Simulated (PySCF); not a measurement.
SMILES COC[SiH2]C(=O)O (C3H8O3Si), singlet at its GFN2-xTB optimised geometry (Å):

```
15

C      1.4155    -1.6168    -0.0819
O      0.8571    -0.3322     0.0000
C     -0.5582    -0.3322     0.0000
Si    -1.0361     1.5144     0.0000
C     -0.3723     2.2173    -1.6609
O     -0.6257     1.7921    -2.7596
O      0.4351     3.2667    -1.4762
H      1.1158    -2.1205    -1.0098
H      1.1071    -2.2371     0.7697
H      2.4969    -1.4929    -0.0686
H     -0.9382    -0.8721     0.8787
H     -0.9394    -0.8525    -0.8901
H     -2.4969     1.6472     0.0092
H     -0.3764     2.2371     1.0819
H      0.7837     3.5948    -2.3246
```

Level of theory: B3LYP/def2-TZVP (PySCF).

Map of the Laplacian of the electron density (e/bohr⁵), clipped to [-1.50, 1.50] on the plane z = 0.8 Å:

```
|7777777777777777777777777777777|
|7777777777777777777777777777777|
|7777777777777777777777777777777|
|7777777777777777777777777777777|
|7777777777777777777777777777777|
|7777777777778888777777777777777|
|7777777777888888877777777777777|
|7777777788887668877777777777777|
|7777778888876557877777777777777|
|7777778888887668877777777777777|
|7777778888888778877777777777777|
|7777778888888888877777777777777|
|7777777788888888887777777777777|
|7777777778888888888887777777777|
|7777777778888888888888777777777|
|7777777778888888899988777777777|
|7777777778887888999988777777777|
|7777777778873688899988877777777|
|7777777778850688889888887777777|
|7777777778887888888888888777777|
|7777777777888888888888888777777|
|7777777777778878888788888777777|
|7777777777777777883078887777777|
|7777777777777777885088887777777|
|7777777777777777888888877777777|
|7777777777777777788887777777777|
|7777777777777777777777777777777|
|7777777777777777777777777777777|
|7777777777777777777777777777777|
|7777777777777777777777777777777|
|7777777777777777777777777777777|
```
Scale: ten equal steps from -1.50 (start of '0') to 0.405 (end of '9'), in the order '0123456789'; x runs from -4.50 to 4.50, y from -4.50 (bottom) to 4.50 (top).
